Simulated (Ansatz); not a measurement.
Vertical ionisation energy (eV) of eight silicon and germanium compounds: PBE beside PBE0, computed with Ansatz (an electronic-structure program) for isolated molecules in the bases named; differences from unrounded values. The eight are the first of their class met in an unordered collection, after screening for sound electronic states; none was chosen by its value. Functionals give these values as differences of separate SCF runs (ΔSCF), EOM-CCSD as a root; each molecule has one DFT geometry for both levels.

```csv
molecule,basis,PBE0,PBE,difference
"C₂H₄F₂Ge, SMILES C=[CH][GeH]([F])[F]",def2-SVPD,11.07,10.88,-0.19
"Cl2H4SSi2, SMILES Cl[SiH2]S[SiH2]Cl",def2-SVPD,10.07,9.80,-0.27
"Si(H)(Cl)(Br)(NH2) (BrClH3NSi), SMILES Cl[SiH](Br)N",def2-SVPD,10.24,9.78,-0.46
"C3H7NSi, SMILES [SiH3]N1C=CC1",def2-TZVPD,7.95,7.93,-0.02
"C₂H₅NOSi, SMILES N#CC[SiH2]O",def2-SVPD,11.05,10.56,-0.49
"GeHCl3, SMILES [Cl][GeH]([Cl])[Cl]",def2-SVPD,11.52,10.94,-0.58
"C3H7ClSi, SMILES C=C(Cl)[SiH2]C",def2-TZVPD,9.57,9.36,-0.21
"C2H7ClOSi2, SMILES C(=C\[SiH3])(/[SiH2]O)Cl",def2-SVPD,9.77,9.45,-0.32
```

PBE lies below PBE0 in 8 and above it in 0 of the eight; the mean signed difference is -0.32 and the largest -0.58 eV.
